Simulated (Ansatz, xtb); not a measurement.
# C5H7AlO2: 3 structures ranked

3 gas-phase structures of C5H7AlO2, from a drawn sample of its isomers (lower ones may exist). Each was relaxed with GFN2-xTB:

A. `C1=C[O][Al]([CH]2CC2)[O]1`, a singlet
B. a singlet given by its coordinates
C. a singlet given by its coordinates

C (Å):

```xyz
15

C    -0.6402   -2.7900   -0.9141
C    -0.6883   -1.9490    0.1156
C    -0.5948   -0.4975   -0.0602
C    -0.6536    0.3346    1.0687
C    -0.5672    1.7072    0.9280
Al   -0.3149    1.6602   -1.8710
O    -0.4335    2.3180   -0.1757
O    -0.4617   -0.0217   -1.2378
H    -0.7096   -3.8566   -0.7875
H    -0.5307   -2.4170   -1.9199
H    -0.7996   -2.3019    1.1305
H    -0.7665   -0.0974    2.0479
H    -0.6161    2.3307    1.8305
H     1.1183    1.8668   -2.4005
H    -1.6003    2.0118   -2.6466
```

Close contacts (Å): C1–C2 1.33, C2–C3 1.47, C3–C4 1.40, C3–O8 1.28, C4–C5 1.38, C5–O7 1.27, Al6–O7 1.82, Al6–O8 1.80, C1–H9 1.08, C1–H10 1.08, C2–H11 1.08, C4–H12 1.08, C5–H13 1.10, Al6–H14 1.54, Al6–H15 1.54.

B (Å):

```xyz
15

C    -3.0573   -2.9421   -0.7758
C    -1.8881   -2.3311   -0.9689
C     0.1237    1.0826   -2.2685
C     0.8552    1.4147   -1.1364
C     0.4201    0.9755    0.1073
Al   -1.8801   -0.3507   -0.8754
O    -0.9369    0.3958   -2.2570
O    -0.6156    0.2781    0.2960
H    -3.9519   -2.3684   -0.5764
H    -3.1957   -4.0166   -0.8036
H    -1.0387   -2.9914   -1.1639
H    -3.1388    0.5034   -0.6640
H     0.4772    1.4327   -3.2475
H     1.7510    2.0034   -1.2214
H     1.0065    1.2439    0.9962
```

Close contacts (Å): C1–C2 1.33, C2–Al6 1.98, C3–C4 1.39, C3–O7 1.26, C4–C5 1.39, C5–O8 1.26, Al6–O7 1.83, Al6–O8 1.83, C1–H9 1.08, C1–H10 1.08, C2–H11 1.09, C3–H13 1.10, C4–H14 1.08, C5–H15 1.10, Al6–H12 1.54.

Problem. Estimate their order in r2SCAN-D4/def2-SVP energy at these geometries, lowest first.

Solution. Calculated order at r2SCAN-D4/def2-SVP: C (0.000), B (0.165), A (0.487) eV.

Energies above the lowest of each column, in eV; the last columns are at PBE-D3(BJ)/def2-SVP geometries:

```json
{"structure": "C", "GFN2-xTB": "0.000", "HF/STO-3G": "0.928", "r2SCAN-D4/def2-SVP": "0.000", "PBE-D3(BJ)/def2-SVP": "0.000", "CCSD(T)/def2-SVP + ΔMP2/def2-TZVPP": "0.000"}
{"structure": "B", "GFN2-xTB": "1.181", "HF/STO-3G": "0.821", "r2SCAN-D4/def2-SVP": "0.165", "PBE-D3(BJ)/def2-SVP": "0.156", "CCSD(T)/def2-SVP + ΔMP2/def2-TZVPP": "0.019"}
{"structure": "A", "GFN2-xTB": "1.084", "HF/STO-3G": "0.000", "r2SCAN-D4/def2-SVP": "0.487", "PBE-D3(BJ)/def2-SVP": "0.525", "CCSD(T)/def2-SVP + ΔMP2/def2-TZVPP": "0.174"}
```

CCSD(T)/def2-SVP + ΔMP2/def2-TZVPP puts C lowest, with B within 1 kcal/mol; HF/STO-3G picks A. Flexible structures stand in one conformer each, not always the lowest. The ΔMP2 step shifts differences by up to 0.332 eV, which makes them less sure. ΔMP2 is the change of the MP2 energy from the smaller to the larger basis.

Programs: Ansatz 0.2.0, xtb 6.7.1.
